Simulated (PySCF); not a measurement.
Ge(H)3(SMe) (CH6GeS), SMILES [S](C)[GeH3].

The structure is a stationary point at TPSSh-D3(BJ)/def2-SVP.

Computed with ωB97X/def2-TZVPD in PySCF.

Symmetry labels are those of the subgroup Cs that the program uses (full group Cs).

Q: List the valence orbital energies around the gap with their symmetry. (Estimate from the structure and the level; the computed values follow.)

A: 
| orbital | symmetry | energy (eV) |
|---|---|---|
| HOMO−7 | A' | -18.07 |
| HOMO−6 | A' | -14.75 |
| HOMO−5 | A" | -14.73 |
| HOMO−4 | A' | -13.12 |
| HOMO−3 | A" | -12.38 |
| HOMO−2 | A' | -11.98 |
| HOMO−1 | A' | -10.78 |
| HOMO | A" | -9.15 |
| LUMO | A' | 1.59 |
| LUMO+1 | A' | 1.84 |
| LUMO+2 | A' | 1.97 |
| LUMO+3 | A' | 2.33 |
